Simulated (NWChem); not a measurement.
System: GaH3O; SMILES [GaH2][OH]

Here is an NWChem input.

```
start job
memory heap 200 mb stack 700 mb global 900 mb
geometry units angstroms noautoz
  Ga     0.076115     0.317888     0.000000
  H      1.445512     1.083342     0.000000
  H     -1.397018     0.886501     0.000000
  O      0.294337    -1.475325     0.000000
  H     -0.552352    -1.958386     0.000000
end
basis spherical
  Ga library aug-cc-pvdz
  H library aug-cc-pvdz
  O library aug-cc-pvdz
end
dft
  xc xpbe96 cpbe96
  iterations 150
end
tddft
  cis
  nroots 8
end
task tddft energy
```

Structure relaxed at the PBE-D3(BJ)/def2-SVP level.

Vertical excitations in the gas phase.

Question: Predict the main results of this run. (PBE/aug-cc-pVDZ, TDA.) Quantities: lowest excitation, singlet (eV); oscillator strength of that lowest state; lowest state with f > 0.02, singlet (eV); oscillator strength of that bright state; lowest triplet (eV); orbital gap (eV).

Answer: 
| Quantity | Result |
|---|---|
| lowest excitation, singlet (eV) | 5.33 |
| oscillator strength of that lowest state | 0.001 |
| lowest state with f > 0.02, singlet (eV) | 5.91 |
| oscillator strength of that bright state | 0.023 |
| lowest triplet (eV) | 4.88 |
| orbital gap (eV) | 5.18 |
